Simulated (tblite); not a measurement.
Input of a run (GFN2-xTB geometry optimisation, gas phase (tblite 0.8.0)), started from a force field or distance geometry:
```
{"job": {"kind": "relax", "xc": "GFN2-xTB", "basis": "xTB"}, "charge": 0, "multiplicity": 2}
C      1.718700    -1.282100    -0.203900
C      1.167700     0.116600     0.090500
C     -0.238500     0.358800    -0.446300
C     -1.320600    -0.593000     0.089000
N     -1.519800    -0.446600     1.539100
C     -0.654800     1.818300    -0.208500
F      0.176300     2.642200    -0.930800
H      1.160500    -2.047000     0.340300
H      1.663800    -1.499400    -1.273400
H      2.753500    -1.352700     0.111400
H      1.856000     0.842400    -0.345300
H      1.197500     0.276500     1.185200
H     -0.204700     0.218500    -1.527600
H     -1.046800    -1.634100    -0.154100
H     -2.264200    -0.400800    -0.432600
H     -2.217500    -1.132900     1.851700
H     -1.670500     2.017800    -0.541900
H     -0.565300     2.103700     0.845600
```

Output (eV, eV/Å):
```
step      E/eV     max force
  0    -649.65405    2.088
  1    -649.74824    0.623
  2    -649.75925    0.252
  3    -649.76232    0.187
  4    -649.76905    0.207
  5    -649.77119    0.164
  6    -649.77450    0.133
  7    -649.77602    0.116
  8    -649.77797    0.133
  9    -649.78010    0.156
 10    -649.78306    0.187
 11    -649.78585    0.142
 12    -649.78784    0.081
 13    -649.78907    0.075
 14    -649.79014    0.098
 15    -649.79124    0.106
 16    -649.79213    0.067
 17    -649.79266    0.062
 18    -649.79300    0.059
 19    -649.79335    0.053
 20    -649.79375    0.052
 21    -649.79413    0.045
 22    -649.79446    0.047
 23    -649.79474    0.044
 24    -649.79500    0.042
 25    -649.79523    0.041
 26    -649.79546    0.045
 27    -649.79572    0.046
 28    -649.79605    0.053
 29    -649.79643    0.046
 30    -649.79681    0.056
 31    -649.79718    0.054
 32    -649.79757    0.052
 33    -649.79798    0.062
 34    -649.79834    0.046
 35    -649.79866    0.044
 36    -649.79903    0.048
 37    -649.79947    0.056
 38    -649.79992    0.051
 39    -649.80029    0.042
 40    -649.80059    0.036
 41    -649.80093    0.053
 42    -649.80136    0.072
 43    -649.80177    0.057
 44    -649.80208    0.052
 45    -649.80231    0.045
 46    -649.80253    0.048
 47    -649.80277    0.045
 48    -649.80297    0.030
 49    -649.80312    0.030
 50    -649.80334    0.037
 51    -649.80367    0.053
 52    -649.80411    0.052
 53    -649.80455    0.043
 54    -649.80490    0.043
 55    -649.80513    0.034
 56    -649.80527    0.026
 57    -649.80536    0.019
 58    -649.80543    0.020
 59    -649.80549    0.022
 60    -649.80554    0.018
 61    -649.80559    0.016
 62    -649.80563    0.019
 63    -649.80568    0.021
 64    -649.80572    0.017
 65    -649.80574    0.013
 66    -649.80577    0.014
 67    -649.80581    0.022
 68    -649.80588    0.029
 69    -649.80596    0.029
 70    -649.80604    0.019
 71    -649.80610    0.018
 72    -649.80616    0.018
 73    -649.80622    0.020
 74    -649.80628    0.020
 75    -649.80632    0.016
 76    -649.80635    0.013
 77    -649.80638    0.017
 78    -649.80641    0.013
 79    -649.80642    0.009
```

Q: Summarise the run.

A: The energy falls by 3.5 kcal/mol over 79 L-BFGS steps, the largest force on an atom goes from 2.09 to 0.009 eV/Å, and the atoms move by 0.182 Å rms after alignment. The bond that changes most is C4–N5 (ends: carbon bonded to C, N and 2 H; nitrogen bonded to C and H), which shortens by 0.077 Å. Bonds longer at the end by more than 0.005 Å: 3 of 17; shorter: 5. Among the angles that change most is C2–C3–C4, from 115.4° to 111.2°. Among the dihedrals that turn most is H12–C2–C3–C4, from -63° to -47°. The energy never rose by more than 1e-5 eV on the way. The first step brought 62 % of the lowering.

Q: What are the final bond lengths?

A: C1–C2 1.523 Å, C2–C3 1.532 Å, C3–C4 1.535 Å, C4–N5 1.394 Å, C3–C6 1.528 Å, C6–F7 1.373 Å, C1–H8 1.088 Å, C1–H9 1.088 Å, C1–H10 1.087 Å, C2–H11 1.091 Å, C2–H12 1.091 Å, C3–H13 1.095 Å, C4–H14 1.108 Å, C4–H15 1.108 Å, N5–H16 1.017 Å, C6–H17 1.095 Å, C6–H18 1.093 Å. Numbering counts from 1 in the input's order; the species is `C([C@H](CF)C[NH])C` [radical].

Its GFN2-xTB frequencies are all real (lowest 80 cm⁻¹).

One conformer stands for the species.

These are computed values.
